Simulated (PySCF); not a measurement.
# Dipole response of Kr³⁺ (krypton, charge +3)

[Ar] 3d10 4s2 4p3, high-spin 4S determinant. All numbers are calculated (PySCF 2.14, a scalar-relativistic core potential, in aug-cc-pVQZ-PP with ECP10MDF (7s6p5d3f2g, 89 functions)). Coupled (time-dependent) response in atomic units; α is the mean over directions.

```
method  mean α (bohr³)  C₆ (like pair)  S(−4)
   UHF           5.581           21.70  7.587
   PBE           5.475           21.29  6.750
  PBE0           5.477           21.28  6.833
 TPSSh           5.513           21.55  6.962
```

S(−4) is the Cauchy moment in α(ω) = α(0) + S(−4) ω² + …

α(iu) at PBE0:

```csv
u (hartree),α(iu) (bohr³)
0,5.477
0.0500,5.460
0.100,5.410
0.200,5.218
0.300,4.932
0.500,4.210
0.750,3.299
1.00,2.553
1.50,1.586
2.00,1.064
3.00,0.5796
5.00,0.2629
```

For an ion, C₆ is the dispersion term alone; charge-induced terms of lower order in 1/R come first.

Energies and moments cover only the electrons outside the core potential.
